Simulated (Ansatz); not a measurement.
Start from `C[SiH2][SiH2]F` and change one element to get `C[SiH2][SiH2]Cl`.

Ansatz, PBE0-D4/def2-TZVP geometries, multiplicity 1. Each molecule was computed in one conformer, which needn't be the lowest.

| property | `C[SiH2][SiH2]F` |
| --- | --- |
| HOMO energy (B3LYP/def2-TZVPP) / eV | -7.87 |
| LUMO energy (PBE/def2-TZVPP) / eV | -1.37 |
| size of the dipole moment (PBE/def2-TZVPP) / D | 1.45 |
| LUMO energy (PBE0/def2-TZVPP) / eV | -0.51 |
| HOMO–LUMO gap (B3LYP/def2-TZVPP) / eV | 7.16 |
| zero-point energy (PBE0-D4/def2-TZVP) / kJ/mol | 193.3 |

Task: Give the same properties after the change, and the shifts. (Best estimate.)

Result: Computed: 
```tsv
property	`C[SiH2][SiH2]Cl`	shift
HOMO energy (B3LYP/def2-TZVPP) / eV	-7.74	0.13
LUMO energy (PBE/def2-TZVPP) / eV	-1.32	0.05
size of the dipole moment (PBE/def2-TZVPP) / D	1.52	0.07
LUMO energy (PBE0/def2-TZVPP) / eV	-0.46	0.05
HOMO–LUMO gap (B3LYP/def2-TZVPP) / eV	7.10	-0.06
zero-point energy (PBE0-D4/def2-TZVP) / kJ/mol	190.5	-2.8
```

With PBE0 the HOMO rises by 0.12 eV and the LUMO rises by 0.05 eV, so the gap narrows by about 0.07 eV. PBE moves the HOMO by 0.10 eV and ωB97M-V by 0.12 eV. Dipoles are sizes alone; their direction can turn.

B3LYP here is the variant with VWN-RPA as its local correlation; programs differ in this.
